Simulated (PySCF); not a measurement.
Job file and geometry (Å, from GFN2-xTB) of an NMR shielding run on SMILES [BH3-][O+]1CCC[C@@H]1OC(F)(F)F, C₅H₁₀BF₃O₂, GIAO PBE0/pcSseg-1 NMR shielding, non-relativistic, gas phase (PySCF); density fitting, a coarse starting grid and PySCF grid level 2 are the driver's defaults:

```
$ OMP_NUM_THREADS=1 python probes_run.py task.json out

{"job": {"kind": "nmr", "xc": "PBE0", "basis": "pcSseg-1"}, "charge": 0, "multiplicity": 1}
B     -0.282641     1.730080    -1.405308
O     -0.335296     0.653043    -0.111518
C     -1.633782     0.063220     0.099209
C     -1.397015    -1.434496     0.283506
C     -0.098354    -1.647552    -0.492217
C      0.635122    -0.350776    -0.181889
O      1.244269    -0.522863     1.112534
C      1.997136     0.469935     1.567420
F      2.623175     0.057537     2.666729
F      1.311833     1.566861     1.903314
F      2.941763     0.865942     0.704175
H     -0.481993     1.058633    -2.368200
H      0.808842     2.181185    -1.343236
H     -1.144863     2.493885    -1.147069
H     -2.240079     0.272167    -0.784986
H     -2.082923     0.544450     0.970228
H     -1.242720    -1.677359     1.334667
H     -2.222156    -2.027491    -0.102374
H      0.468036    -2.514348    -0.164548
H     -0.280952    -1.704186    -1.564693
H      1.403678    -0.060923    -0.903662
```

Problem. Write the output of this run.

Solution. 
```
coarse grid: 18152 points
cycle   1  E = -670.2709737398  dE =  1.871e+00  |g| = 1.093e+00  |ddm| = 3.904e+00
cycle   2  E = -670.1304667421  dE =  1.405e-01  |g| = 1.504e+00  |ddm| = 1.276e+00
cycle   3  E = -670.4824578928  dE = -3.520e-01  |g| = 7.405e-02  |ddm| = 7.027e-01
cycle   4  E = -670.4833675704  dE = -9.097e-04  |g| = 3.859e-02  |ddm| = 7.906e-02
cycle   5  E = -670.4836360359  dE = -2.685e-04  |g| = 1.096e-02  |ddm| = 2.656e-02
cycle   6  E = -670.4836553389  dE = -1.930e-05  |g| = 3.278e-03  |ddm| = 8.744e-03
cycle   7  E = -670.4836573616  dE = -2.023e-06  |g| = 7.930e-04  |ddm| = 2.665e-03
final grid: 178200 points
cycle   8  E = -670.5904127545  dE = -7.254e-05  |g| = 1.535e-02  |ddm| = 3.692e-02
cycle   9  E = -670.5903751515  dE =  3.760e-05  |g| = 2.152e-02  |ddm| = 1.972e-02
cycle  10  E = -670.5904548787  dE = -7.973e-05  |g| = 1.459e-03  |ddm| = 1.169e-02
cycle  11  E = -670.5904553348  dE = -4.561e-07  |g| = 3.820e-04  |ddm| = 1.428e-03
cycle  12  E = -670.5904553573  dE = -2.247e-08  |g| = 1.376e-04  |ddm| = 3.205e-04
cycle  13  E = -670.5904553606  dE = -3.353e-09  |g| = 4.036e-05  |ddm| = 1.079e-04
cycle  14  E = -670.5904553609  dE = -2.610e-10  |g| = 1.047e-05  |ddm| = 2.943e-05
converged SCF energy = -670.5904553609

GIAO shielding tensors (ppm)
atom      isotropic    diamagn.    paramagn.     s11        s22        s33       span
  0 B       96.166     191.065     -94.899     60.811     75.571    152.116     91.305
  1 O      251.539     403.160    -151.621    189.811    239.760    325.046    135.236
  2 C      105.804     244.599    -138.795     53.790     92.030    171.593    117.803
  3 C      159.643     252.108     -92.465    133.272    171.011    174.647     41.375
  4 C      152.880     250.474     -97.594    129.321    156.401    172.919     43.599
  5 C       75.442     246.377    -170.935     53.048     69.142    104.135     51.087
  6 O      171.688     402.589    -230.901    129.965    185.505    199.595     69.631
  7 C       56.571     236.605    -180.034     51.497     54.382     63.834     12.337
  8 F      241.717     466.631    -224.914    175.124    196.064    353.963    178.838
  9 F      239.723     474.756    -235.033    165.805    206.757    346.608    180.804
 10 F      250.998     472.463    -221.465    167.950    227.754    357.289    189.338
 11 H       28.586      32.108      -3.522     24.083     26.007     35.670     11.587
 12 H       28.294      31.752      -3.458     24.755     25.572     34.557      9.802
 13 H       28.401      31.339      -2.938     24.612     26.058     34.532      9.920
 14 H       27.481      30.345      -2.864     22.004     27.507     32.934     10.930
 15 H       27.020      29.747      -2.727     22.794     25.613     32.654      9.860
 16 H       29.296      31.078      -1.782     25.608     26.581     35.700     10.093
 17 H       29.708      29.284       0.424     25.578     26.081     37.465     11.887
 18 H       29.560      30.267      -0.707     25.219     27.144     36.318     11.099
 19 H       29.402      30.976      -1.574     25.354     26.832     36.021     10.667
 20 H       25.600      32.343      -6.743     22.840     26.499     27.462      4.622
```

Size and cost of the density-fitted run: 237 basis functions, 2.1 min wall time on 1 thread of an Arm Neoverse N1, shared host; peak memory 1.1 GiB.
